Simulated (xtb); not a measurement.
A run for xtb: GFN2-xTB on GaGeH5 (SMILES [GaH2][GeH3]), a point of a bond scan (R = 2.126 Å).

```
$ xtb mol.xyz --gfn 2 --sp --chrg 0 --uhf 0
7

Ga    -1.23043577    -0.07769067    -0.29199579
Ge     1.15729770     0.07022597     0.27368514
H      1.98201560    -1.14287734    -0.19965612
H      1.78713141     1.32896781    -0.36154397
H      1.35929899     0.19976849     1.79857150
H     -2.56256235     1.43814128     0.37575102
H     -1.80126754    -1.26982717    -1.14605758
```

Give the final energy of this run.

-5.6121 hartree.
